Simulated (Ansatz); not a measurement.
Species: C2H4BO2, charge -1, multiplicity 1. It need not be the lowest isomer of its formula. Whether it binds its extra electron was not tested at this geometry. 
Geometry from a B3LYP-D3(BJ)/def2-TZVP (Ansatz, a first-principles code) optimisation:
SMILES: [CH-]=CB(O)O
```xyz
9

C     -1.8184     0.6550     0.3995
C     -1.0581    -0.4694     0.2702
B      0.4142    -0.1779    -0.0897
O      0.7675     1.1421    -0.2316
O      1.4065    -1.1465    -0.2806
H     -2.8758     0.4340     0.6586
H     -1.4317    -1.4983     0.4039
H     -0.1267     1.5716    -0.0399
H      2.2306    -0.6957    -0.4949
```
Charge -1, spin multiplicity 1.

Total electronic energies in hartree. Cores are frozen in the correlated levels unless marked. No spin-orbit coupling. No relativistic terms. CBS marks a two-point X^-3 extrapolation of the correlation energy; Hartree-Fock from the larger set.

| level | program | energy (Eh) |
|---|---|---|
| HF/aug-cc-pVDZ | Ansatz | -252.54840 |
| PBE-D3(BJ)/def2-TZVPD | Ansatz + dftd3 | -253.78833 |
| BLYP/def2-TZVPD | Ansatz | -254.01813 |
| B97M-V/def2-TZVPD | Ansatz | -254.05238 |
| B3LYP-D3(BJ)/def2-TZVPD | Ansatz + dftd3 | -254.10521 |
| PBE0/def2-SVP | Ansatz | -253.48434 |
| LC-wPBE/def2-TZVPD | Ansatz | -253.91316 |
| B2PLYP/def2-TZVPD | Ansatz | -253.89229 |
| PBE-QIDH/def2-TZVPD | Ansatz | -253.74953 |
| MP2/6-31G | Ansatz | -252.85458 |
| MP2/cc-pVQZ | Ansatz | -253.60408 |
| RI-MP2/aug-cc-pVQZ | Ansatz | -253.61671 |
| CCSD/cc-pwCVTZ | Ansatz | -253.55097 |
| CCSD(T)/aug-cc-pVDZ | Ansatz | -253.38098 |
| CCSD(T)/CBS(aug-cc-pVTZ,aug-cc-pVQZ) | Ansatz | -253.7077 |

Totals of different functionals don't rank their quality; only differences between species are comparable.
